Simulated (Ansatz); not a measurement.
**Molecular dynamics of C$_{2}$H$_{8}$ClNSi**

Input:

```yaml
crystal:
  periodic: [false, false, false]
  atoms:
    - { symbol: Si, position_ang: [-0.146849, -0.070415, -0.005978] }
    - { symbol: "N", position_ang: [-0.032255, 0.192827, 1.785855] }
    - { symbol: C, position_ang: [-1.238774, 0.079535, 2.622226] }
    - { symbol: H, position_ang: [-2.145541, 0.112252, 1.986397] }
    - { symbol: H, position_ang: [-1.200077, -0.787542, 3.23401] }
    - { symbol: H, position_ang: [-1.447663, 1.026905, 3.126137] }
    - { symbol: C, position_ang: [1.236227, 0.074507, 2.57612] }
    - { symbol: H, position_ang: [1.209734, -0.830783, 3.223189] }
    - { symbol: H, position_ang: [2.104587, 0.033832, 1.857494] }
    - { symbol: H, position_ang: [1.372425, 0.929434, 3.263945] }
    - { symbol: H, position_ang: [1.023469, 0.607325, -0.724492] }
    - { symbol: H, position_ang: [-1.580947, 0.311516, -0.248111] }
    - { symbol: Cl, position_ang: [0.197053, -2.191695, -0.774343] }
basis:
  gaussian: { orbitals: "6-31G" }
hamiltonian:
  xc: blyp
md:
  timestep: 0.5
  n_steps: 166
  ensemble: nvt_langevin
  temperature: 700.0
  initial_velocities: maxwell_boltzmann
  seed: 621661
  friction: 0.05
```

Command:

```bash
$ ansatz run input.yaml --threads 1 --pin off --max-ram 2048MiB --backend cpu --events-out ev --progress --plain --runs-dir out
```

It goes on from the last frame of an earlier run, with new velocities.

Output, in part (one step line in 3, the closing report, with atoms numbered from 0):

```
md step     0: t =     0.00 fs  T =   646.2 K  F+E_penalty+E_count = -24090.26043667 eV  E_kin = 1.085784 eV  (25 SCF iters)
md step     3: t =     1.50 fs  T =   809.3 K  F+E_penalty+E_count = -24090.16161216 eV  E_kin = 1.360014 eV  (27 SCF iters)
md step     6: t =     3.00 fs  T =   599.1 K  F+E_penalty+E_count = -24089.99181026 eV  E_kin = 1.006732 eV  (26 SCF iters)
md step     9: t =     4.50 fs  T =   673.1 K  F+E_penalty+E_count = -24090.08895411 eV  E_kin = 1.131124 eV  (27 SCF iters)
md step    12: t =     6.00 fs  T =   762.7 K  F+E_penalty+E_count = -24090.02808476 eV  E_kin = 1.281679 eV  (27 SCF iters)
md step    15: t =     7.50 fs  T =   621.4 K  F+E_penalty+E_count = -24089.78346337 eV  E_kin = 1.044256 eV  (26 SCF iters)
md step    18: t =     9.00 fs  T =   566.9 K  F+E_penalty+E_count = -24089.64263097 eV  E_kin = 0.952652 eV  (26 SCF iters)
md step    21: t =    10.50 fs  T =   596.4 K  F+E_penalty+E_count = -24089.82669980 eV  E_kin = 1.002120 eV  (26 SCF iters)
md step    24: t =    12.00 fs  T =   733.6 K  F+E_penalty+E_count = -24090.03594496 eV  E_kin = 1.232649 eV  (26 SCF iters)
md step    27: t =    13.50 fs  T =   482.2 K  F+E_penalty+E_count = -24089.77159886 eV  E_kin = 0.810263 eV  (26 SCF iters)
md step    30: t =    15.00 fs  T =   485.1 K  F+E_penalty+E_count = -24089.77633639 eV  E_kin = 0.815143 eV  (26 SCF iters)
md step    33: t =    16.50 fs  T =   595.8 K  F+E_penalty+E_count = -24089.95998363 eV  E_kin = 1.001122 eV  (26 SCF iters)
md step    36: t =    18.00 fs  T =   587.4 K  F+E_penalty+E_count = -24089.88927348 eV  E_kin = 0.987110 eV  (26 SCF iters)
md step    39: t =    19.50 fs  T =   475.8 K  F+E_penalty+E_count = -24089.69806365 eV  E_kin = 0.799500 eV  (27 SCF iters)
md step    42: t =    21.00 fs  T =   449.1 K  F+E_penalty+E_count = -24089.65152452 eV  E_kin = 0.754605 eV  (26 SCF iters)
md step    45: t =    22.50 fs  T =   769.8 K  F+E_penalty+E_count = -24089.94328439 eV  E_kin = 1.293509 eV  (26 SCF iters)
md step    48: t =    24.00 fs  T =   823.6 K  F+E_penalty+E_count = -24090.08672872 eV  E_kin = 1.383951 eV  (26 SCF iters)
md step    51: t =    25.50 fs  T =   649.9 K  F+E_penalty+E_count = -24089.91518927 eV  E_kin = 1.092156 eV  (26 SCF iters)
md step    54: t =    27.00 fs  T =   490.2 K  F+E_penalty+E_count = -24089.78258139 eV  E_kin = 0.823652 eV  (26 SCF iters)
md step    57: t =    28.50 fs  T =   584.7 K  F+E_penalty+E_count = -24089.83540694 eV  E_kin = 0.982595 eV  (26 SCF iters)
md step    60: t =    30.00 fs  T =   603.1 K  F+E_penalty+E_count = -24089.80182949 eV  E_kin = 1.013442 eV  (26 SCF iters)
md step    63: t =    31.50 fs  T =   563.1 K  F+E_penalty+E_count = -24089.74448902 eV  E_kin = 0.946159 eV  (26 SCF iters)
md step    66: t =    33.00 fs  T =   389.2 K  F+E_penalty+E_count = -24089.63482452 eV  E_kin = 0.653952 eV  (26 SCF iters)
md step    69: t =    34.50 fs  T =   422.5 K  F+E_penalty+E_count = -24089.58625168 eV  E_kin = 0.709994 eV  (26 SCF iters)
md step    72: t =    36.00 fs  T =   570.9 K  F+E_penalty+E_count = -24089.74139264 eV  E_kin = 0.959409 eV  (26 SCF iters)
md step    75: t =    37.50 fs  T =   635.3 K  F+E_penalty+E_count = -24089.83063973 eV  E_kin = 1.067625 eV  (26 SCF iters)
md step    78: t =    39.00 fs  T =   713.3 K  F+E_penalty+E_count = -24089.83529160 eV  E_kin = 1.198679 eV  (26 SCF iters)
md step    81: t =    40.50 fs  T =   735.9 K  F+E_penalty+E_count = -24089.93373264 eV  E_kin = 1.236651 eV  (26 SCF iters)
md step    84: t =    42.00 fs  T =   616.2 K  F+E_penalty+E_count = -24089.77212381 eV  E_kin = 1.035520 eV  (26 SCF iters)
md step    87: t =    43.50 fs  T =   491.7 K  F+E_penalty+E_count = -24089.62112671 eV  E_kin = 0.826235 eV  (26 SCF iters)
md step    90: t =    45.00 fs  T =   445.4 K  F+E_penalty+E_count = -24089.55487210 eV  E_kin = 0.748436 eV  (26 SCF iters)
md step    93: t =    46.50 fs  T =   513.1 K  F+E_penalty+E_count = -24089.64102246 eV  E_kin = 0.862236 eV  (26 SCF iters)
md step    96: t =    48.00 fs  T =   543.9 K  F+E_penalty+E_count = -24089.77163548 eV  E_kin = 0.913957 eV  (26 SCF iters)
md step    99: t =    49.50 fs  T =   584.1 K  F+E_penalty+E_count = -24089.69073396 eV  E_kin = 0.981590 eV  (26 SCF iters)
md step   102: t =    51.00 fs  T =   671.5 K  F+E_penalty+E_count = -24089.73055144 eV  E_kin = 1.128324 eV  (26 SCF iters)
md step   105: t =    52.50 fs  T =   768.1 K  F+E_penalty+E_count = -24089.85676841 eV  E_kin = 1.290756 eV  (26 SCF iters)
md step   108: t =    54.00 fs  T =   741.9 K  F+E_penalty+E_count = -24089.86962868 eV  E_kin = 1.246739 eV  (26 SCF iters)
md step   111: t =    55.50 fs  T =   702.3 K  F+E_penalty+E_count = -24089.80065210 eV  E_kin = 1.180184 eV  (26 SCF iters)
md step   114: t =    57.00 fs  T =   630.9 K  F+E_penalty+E_count = -24089.72649664 eV  E_kin = 1.060068 eV  (26 SCF iters)
md step   117: t =    58.50 fs  T =   574.5 K  F+E_penalty+E_count = -24089.86207434 eV  E_kin = 0.965354 eV  (26 SCF iters)
md step   120: t =    60.00 fs  T =   573.5 K  F+E_penalty+E_count = -24089.76554204 eV  E_kin = 0.963732 eV  (26 SCF iters)
md step   123: t =    61.50 fs  T =   471.3 K  F+E_penalty+E_count = -24089.55587319 eV  E_kin = 0.791950 eV  (26 SCF iters)
md step   126: t =    63.00 fs  T =   573.0 K  F+E_penalty+E_count = -24089.73009744 eV  E_kin = 0.962853 eV  (26 SCF iters)
md step   129: t =    64.50 fs  T =   662.8 K  F+E_penalty+E_count = -24089.94553365 eV  E_kin = 1.113788 eV  (26 SCF iters)
md step   132: t =    66.00 fs  T =   700.4 K  F+E_penalty+E_count = -24089.81863166 eV  E_kin = 1.176946 eV  (26 SCF iters)
md step   135: t =    67.50 fs  T =   489.8 K  F+E_penalty+E_count = -24089.50209106 eV  E_kin = 0.823007 eV  (26 SCF iters)
md step   138: t =    69.00 fs  T =   490.5 K  F+E_penalty+E_count = -24089.61879674 eV  E_kin = 0.824189 eV  (26 SCF iters)
md step   141: t =    70.50 fs  T =   817.7 K  F+E_penalty+E_count = -24089.89124070 eV  E_kin = 1.374091 eV  (26 SCF iters)
md step   144: t =    72.00 fs  T =   665.8 K  F+E_penalty+E_count = -24089.76810270 eV  E_kin = 1.118848 eV  (26 SCF iters)
md step   147: t =    73.50 fs  T =   605.7 K  F+E_penalty+E_count = -24089.69221717 eV  E_kin = 1.017732 eV  (26 SCF iters)
md step   150: t =    75.00 fs  T =   504.0 K  F+E_penalty+E_count = -24089.73722875 eV  E_kin = 0.846976 eV  (26 SCF iters)
md step   153: t =    76.50 fs  T =   639.6 K  F+E_penalty+E_count = -24089.70771846 eV  E_kin = 1.074737 eV  (26 SCF iters)
md step   156: t =    78.00 fs  T =   679.9 K  F+E_penalty+E_count = -24089.53947237 eV  E_kin = 1.142482 eV  (26 SCF iters)
md step   159: t =    79.50 fs  T =   655.8 K  F+E_penalty+E_count = -24089.64808065 eV  E_kin = 1.102053 eV  (26 SCF iters)
md step   162: t =    81.00 fs  T =   924.4 K  F+E_penalty+E_count = -24089.99510518 eV  E_kin = 1.553306 eV  (26 SCF iters)
md step   165: t =    82.50 fs  T =   806.2 K  F+E_penalty+E_count = -24089.87236539 eV  E_kin = 1.354647 eV  (26 SCF iters)
md step   166: t =    83.00 fs  T =   682.2 K  F+E_penalty+E_count = -24089.77810032 eV  E_kin = 1.146304 eV  (26 SCF iters)
Total energy: -24089.77844428 eV, -885.2830291890 hartree
Atom 0 at    -0.151820    -0.117883    -0.086070 Å, force     1.504016     0.176004    -2.121147 eV/Å
Atom 1 at    -0.000385     0.136529     1.572903 Å, force     0.456428     0.656726     3.323505 eV/Å
Atom 2 at    -1.254591     0.569118     2.332046 Å, force     2.885915     1.380263     2.457749 eV/Å
Atom 3 at    -2.028550     0.642043     1.651930 Å, force    -2.150936    -0.533217    -1.594206 eV/Å
Atom 4 at    -1.468924    -0.078174     3.220841 Å, force    -0.020345     0.219291    -0.612220 eV/Å
Atom 5 at    -1.212992     1.684364     2.710909 Å, force     0.537003    -1.605696    -0.259881 eV/Å
Atom 6 at     1.395941     0.034212     2.250385 Å, force    -0.771018    -1.855657    -1.471285 eV/Å
Atom 7 at     1.538678    -0.799237     2.987069 Å, force    -0.672045     0.031265    -0.490319 eV/Å
Atom 8 at     2.178394    -0.141421     1.446534 Å, force    -0.771662     0.280866     0.587614 eV/Å
Atom 9 at     1.635771     0.903543     2.783767 Å, force     0.267371     1.980351     0.763253 eV/Å
Atom 10 at     0.902730     0.738158    -0.800693 Å, force    -0.139058    -0.482208    -0.028484 eV/Å
Atom 11 at    -1.469110     0.205169    -0.552431 Å, force    -1.262060     0.318397    -0.288913 eV/Å
Atom 12 at     0.182320    -2.208344    -0.684309 Å, force     0.136392    -0.566387    -0.265666 eV/Å
Dipole moment:    -0.074634     0.639125     0.513465 e Å
```

All steps were run. The mean temperature of the second half is 11 % below the set value. A run of 0.083 ps of so small a system gives no equilibrium averages. Limits of this set-up: no polarisation functions.

The same pairs are bonded in the first frame and the last. Pairs count as bonded within 1.25 times the sum of covalent radii (0.12 Å more for H–H).

Last frame:

```xyz
13
Properties=species:S:1:pos:R:3
Si -0.152 -0.118 -0.086
N 0.000 0.137 1.573
C -1.255 0.569 2.332
H -2.029 0.642 1.652
H -1.469 -0.078 3.221
H -1.213 1.684 2.711
C 1.396 0.034 2.250
H 1.539 -0.799 2.987
H 2.178 -0.141 1.446
H 1.636 0.903 2.784
H 0.903 0.738 -0.801
H -1.469 0.205 -0.552
Cl 0.182 -2.208 -0.684
```

Time of the run: 11 min on 1 thread of Arm Neoverse V2, with other jobs on the host, peak memory 0.12 GiB.
